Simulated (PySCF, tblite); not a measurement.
C6H11N3.
SMILES: `n1(cnnc1)C(C)(C)C`

Computed, not measured: PBE0/pcSseg-1 in PySCF (dipole) on a GFN2-xTB geometry, gas phase.

Take the most abundant isotopes and a rigid rotor. 

Give the principal moments of inertia and the rotational constants in GHz.

Ia = 158.94, Ib = 395.82, Ic = 443.41 u·Å²; 505379 MHz·u·Å²/I gives 3180, 1277 and 1140 MHz, that is A = 3.1798, B = 1.2768, C = 1.1398 GHz.

Classify the top.

An asymmetric top. Ray's parameter κ = (2B − A − C)/(A − C) = -0.866; −1 is the prolate and +1 the oblate limit.

What does the inertial defect say?

Not planar: Δ = Ic − Ia − Ib = -111.35 u·Å². For a rigid frame Δ = −2 Σ m c², so Σ m c² = 55.67 u·Å² lies off the ab plane: 17.56 from hydrogen and 38.11 from heavier atoms. The atom farthest from that plane is 2.15 Å away.

Give the coordinates in the principal-axis frame, origin at the centre of mass.

The sense of each axis is arbitrary; atoms in the order of the calculation.
| atom | mass (u) | a (Å) | b (Å) | c (Å) |
| --- | --- | --- | --- | --- |
| C1 | 12.000 | -1.714 | 0.732 | -1.260 |
| C2 | 12.000 | -1.242 | -0.001 | 0.000 |
| C3 | 12.000 | -1.714 | 0.732 | 1.260 |
| C4 | 12.000 | -1.787 | -1.429 | 0.000 |
| N5 | 14.003 | 0.214 | -0.027 | 0.000 |
| C6 | 12.000 | 1.047 | 1.052 | 0.000 |
| N7 | 14.003 | 2.289 | 0.678 | 0.000 |
| N8 | 14.003 | 2.309 | -0.664 | 0.000 |
| C9 | 12.000 | 1.079 | -1.079 | 0.000 |
| H10 | 1.008 | -2.800 | 0.734 | -1.303 |
| H11 | 1.008 | -1.332 | 0.237 | -2.151 |
| H12 | 1.008 | -1.368 | 1.762 | -1.266 |
| H13 | 1.008 | -1.336 | 0.235 | 2.151 |
| H14 | 1.008 | -1.365 | 1.762 | 1.267 |
| H15 | 1.008 | -2.800 | 0.737 | 1.301 |
| H16 | 1.008 | -2.874 | -1.399 | 0.001 |
| H17 | 1.008 | -1.460 | -1.970 | 0.885 |
| H18 | 1.008 | -1.463 | -1.968 | -0.887 |
| H19 | 1.008 | 0.717 | 2.070 | -0.001 |
| H20 | 1.008 | 0.791 | -2.108 | 0.000 |

Where do the levels up to J = 4 lie, in K?

Above 0(0,0), as E/k:
J = 1: 1(0,1) 0.116, 1(1,1) 0.207, 1(1,0) 0.214
J = 2: 2(0,2) 0.348, 2(1,2) 0.433, 2(1,1) 0.452, 2(2,1) 0.726, 2(2,0) 0.727
J = 3: 3(0,3) 0.694, 3(1,3) 0.771, 3(1,2) 0.810, 3(2,2) 1.074, 3(2,1) 1.076, 3(3,1) 1.548, 3(3,0) 1.548
J = 4: 4(0,4) 1.155, 4(1,4) 1.221, 4(1,3) 1.286, 4(2,3) 1.538, 4(2,2) 1.543, 4(3,2) 2.012, 4(3,1) 2.012, 4(4,1) 2.674, 4(4,0) 2.674
The levels of one J sum to (2J + 1)J(J + 1)(A + B + C)/3.

Which types of transition are allowed, and where do some lines up to J = 2 fall?

The dipole components are |μa| = 6.70 D, |μb| = 0.11 D, |μc| = 0.00 D; the mirror of this Cs structure is the ab plane, so μc vanishes by symmetry and there are no c-type lines. The squared components, which scale the intensities, stand as 1.00 : 0.00 (a : b). Some lines, for components of 0.1 D or more:

```json
{"type": "a", "branch": "Q", "J(Ka,Kc)": "2(1,1) ← 2(1,2)", "MHz": "411", "lower level (cm⁻¹)": "0.301"}
{"type": "b", "branch": "Q", "J(Ka,Kc)": "1(1,0) ← 1(0,1)", "MHz": "2040", "lower level (cm⁻¹)": "0.081"}
{"type": "b", "branch": "Q", "J(Ka,Kc)": "2(1,1) ← 2(0,2)", "MHz": "2184", "lower level (cm⁻¹)": "0.242"}
{"type": "a", "branch": "R", "J(Ka,Kc)": "1(0,1) ← 0(0,0)", "MHz": "2417", "lower level (cm⁻¹)": "0.000"}
{"type": "b", "branch": "R", "J(Ka,Kc)": "2(0,2) ← 1(1,1)", "MHz": "2923", "lower level (cm⁻¹)": "0.144"}
{"type": "b", "branch": "R", "J(Ka,Kc)": "1(1,1) ← 0(0,0)", "MHz": "4320", "lower level (cm⁻¹)": "0.000"}
{"type": "a", "branch": "R", "J(Ka,Kc)": "2(1,2) ← 1(1,1)", "MHz": "4696", "lower level (cm⁻¹)": "0.144"}
{"type": "a", "branch": "R", "J(Ka,Kc)": "2(0,2) ← 1(0,1)", "MHz": "4826", "lower level (cm⁻¹)": "0.081"}
{"type": "a", "branch": "R", "J(Ka,Kc)": "2(1,1) ← 1(1,0)", "MHz": "4970", "lower level (cm⁻¹)": "0.149"}
{"type": "b", "branch": "Q", "J(Ka,Kc)": "2(2,0) ← 2(1,1)", "MHz": "5716", "lower level (cm⁻¹)": "0.314"}
{"type": "b", "branch": "Q", "J(Ka,Kc)": "2(2,1) ← 2(1,2)", "MHz": "6120", "lower level (cm⁻¹)": "0.301"}
{"type": "b", "branch": "R", "J(Ka,Kc)": "2(1,2) ← 1(0,1)", "MHz": "6599", "lower level (cm⁻¹)": "0.081"}
{"type": "b", "branch": "R", "J(Ka,Kc)": "2(2,1) ← 1(1,0)", "MHz": "10679", "lower level (cm⁻¹)": "0.149"}
{"type": "b", "branch": "R", "J(Ka,Kc)": "2(2,0) ← 1(1,1)", "MHz": "10823", "lower level (cm⁻¹)": "0.144"}
```

Estimate the classical rotational partition function at 25 K, 50 K and 100 K.

Point group Cs, symmetry number σ = 1; q = (√π/σ)·√((kT/h)³/(ABC)), k/h = 20836.6 MHz/K: 9800 at 25 K, 27700 at 50 K, 78400 at 100 K.

Its GFN2-xTB frequencies are all real (lowest 40 cm⁻¹). Zero-point vibration and centrifugal distortion are left out. A rigid rotor knows nothing of internal rotation, which can split or shift real lines. Quadrupole hyperfine structure (14N) is left out.

Conformer computed: `[CH3:1][C:2]([CH3:3])([CH3:4])[n:5]1[cH:6][n:7][n:8][cH:9]1`: C1–C2–N5–C6 60°.
